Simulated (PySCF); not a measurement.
## Spinor energies of Rh¹³⁺ (rhodium, charge +13)

Start: [Ar] 3d10 4s2 4p2; 4p1/2 filled at m_j = -1/2, +1/2. Calculated with PySCF 2.14 in an even-tempered Gaussian basis (18 s from 0.58 bohr⁻², ratio 2.8; 14 p from 0.75 bohr⁻², ratio 2.8; 9 d from 1.3 bohr⁻², ratio 2.8; 4 f from 4.6 bohr⁻², ratio 3): generalised Hartree-Fock with the X2C-1e Hamiltonian and a Gaussian nucleus; spin-orbit coupling (SO) screened by Boettger's factors.

```tsv
spinor shell	electrons	ε, screened SO (eV)	weight of nominal j (screened SO)	rms radius, screened SO (bohr)
1s1/2	2	-23635.8	1.000	0.0374
2s1/2	2	-3756.3	1.000	0.154
2p1/2	2	-3491.3	1.000	0.133
2p3/2	4	-3343.6	1.000	0.138
3s1/2	2	-933.76	1.000	0.414
3p1/2	2	-829.07	1.000	0.408
3p3/2	4	-800.65	1.000	0.420
3d3/2	4	-617.17	0.999	0.396
3d5/2	6	-611.44	1.000	0.398
4s1/2	2	-339.25	1.000	0.936
4p1/2	2	-304.97	0.987	0.976
```

```csv
quantity,screened SO
E (hartree),-4724.26192
M_J,0
⟨J²⟩,0.052
⟨L²⟩,1.374
⟨S²⟩,1.374
```

Each row is a mean over spinors that exchange with the open shell spreads, by up to 2.680 eV (4s1/2).

⟨J²⟩ departs a little from M_J(M_J + 1) because the unrestricted spinors polarise the closed shells.

Breit and QED terms are absent; they matter most for the inner s and p1/2 levels.

Densities and radii are taken from the X2C orbitals without a picture-change correction, which distorts them close to the nucleus.
